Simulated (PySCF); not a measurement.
Isomers of C9H10O, from PySCF 2.14.0, PBE0-D3(BJ)/def2-SVP geometry optimisation, gas phase. One conformer each, no zero-point energy, no frequencies.

Task: Which isomer lies lowest at this level?
A. `[CH3:1][c:2]1[cH:3][cH:4][c:5]([CH3:6])[c:7]([CH:8]=[O:9])[cH:10]1` with C5–C7–C8–O9 0° (2,5-dimethylbenzaldehyde): A = 2506, B = 992.0, C = 716.9 MHz, dipole 3.16 D
B. `[CH3:1][O:2]/[CH:3]=[CH:4]/[c:5]1[cH:6][cH:7][cH:8][cH:9][cH:10]1` with C1–O2–C3–C4 0°, C3–C4–C5–C6 3°: A = 4341, B = 620.9, C = 545.2 MHz, dipole 1.35 D
C. `[CH2:1]=[CH:2][c:3]1[cH:4][cH:5][c:6]([CH2:7][OH:8])[cH:9][cH:10]1` with C1–C2–C3–C4 178°, C5–C6–C7–O8 -26°, C6–C7–O8–H -59°: A = 4466, B = 674.9, C = 593.9 MHz, dipole 1.25 D

Result: A. That is 2,5-dimethylbenzaldehyde, `Cc1ccc(C)c(C=O)c1`, 20.3 kcal/mol below the next.

```json
{"SMILES": "Cc1ccc(C)c(C=O)c1", "mapped SMILES": "[CH3:1][c:2]1[cH:3][cH:4][c:5]([CH3:6])[c:7]([CH:8]=[O:9])[cH:10]1", "E (Eh)": "-423.42249", "relative (kcal/mol)": "0.0", "relative (kJ/mol)": "0.0", "dipole (D)": "3.16"}
{"SMILES": "C=Cc1ccc(CO)cc1", "mapped SMILES": "[CH2:1]=[CH:2][c:3]1[cH:4][cH:5][c:6]([CH2:7][OH:8])[cH:9][cH:10]1", "E (Eh)": "-423.39018", "relative (kcal/mol)": "20.3", "relative (kJ/mol)": "84.8", "dipole (D)": "1.25"}
{"SMILES": "CO/C=C/c1ccccc1", "mapped SMILES": "[CH3:1][O:2]/[CH:3]=[CH:4]/[c:5]1[cH:6][cH:7][cH:8][cH:9][cH:10]1", "E (Eh)": "-423.38604", "relative (kcal/mol)": "22.9", "relative (kJ/mol)": "95.7", "dipole (D)": "1.35"}
```

As drawn, the lowest has a C=O bond, which the highest lacks; the highest has a C=C bond outside aromatic rings, which the lowest lacks.
